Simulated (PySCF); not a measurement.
Start geometry of `O=C(O)C1=CC[C](Cl)C=C1` [radical] from GFN2-xTB (Å):
```
atom  x, y, z in Å
O1     2.728   -1.346   -0.459
C2     2.203   -0.381    0.037
O3     2.913    0.569    0.663
C4     0.744   -0.113    0.023
C5    -0.065   -1.028   -0.582
C6    -1.542   -0.866   -0.661
C7    -2.002    0.396   -0.011
Cl8   -3.696    0.686   -0.049
C9    -1.159    1.285    0.582
C10    0.220    1.058    0.614
H11    3.855    0.343    0.636
H12    0.369   -1.911   -1.024
H13   -2.038   -1.733   -0.197
H14   -1.866   -0.886   -1.713
H15   -1.559    2.178    1.037
H16    0.880    1.767    1.082
```

Problem. What comes out of this run: PBE0-D3(BJ)/def2-SVP geometry optimisation, gas phase in PySCF 2.14.0?

Solution. 
```
atom  x, y, z in Å
O1     2.7424   -1.3321   -0.4663
C2     2.2188   -0.3691    0.0338
O3     2.9207    0.5830    0.6633
C4     0.7542   -0.0986    0.0274
C5    -0.0512   -1.0251   -0.5794
C6    -1.5301   -0.8712   -0.6569
C7    -2.0127    0.3852   -0.0113
Cl8   -3.7169    0.6450   -0.0610
C9    -1.1797    1.2907    0.5880
C10    0.2136    1.0739    0.6241
H11    3.8497    0.3126    0.6101
H12    0.4137   -1.9090   -1.0230
H13   -2.0370   -1.7473   -0.1992
H14   -1.8690   -0.9039   -1.7142
H15   -1.6067    2.1881    1.0400
H16    0.8750    1.7957    1.1017
```

The energy falls by 3.6 kJ/mol over 7 energy and gradient evaluations, the largest force component goes from 0.0116 to 3.9e-04 Eh/bohr, and the atoms move by 0.025 Å rms after alignment. Among the bonds, C9=C10, C5–H12 and C10–H16 change most and about equally (+0.013 to +0.014 Å). Bonds longer at the end by more than 0.005 Å: 10 of 16; shorter: 0. Among the angles that change most is C2–O3–H11, from 109.7° to 106.1°. Rotational constants go from 3699, 550.4, 480.5 to 3681, 546.1, 477.0 MHz. The orientation of the end geometry is arbitrary; only internal coordinates are fixed.

The run used 174 basis functions and 58 SCF cycles in all.

No frequency check. ⟨S²⟩ = 0.810 (exact for a doublet: 0.75).

One conformer stands for the species.
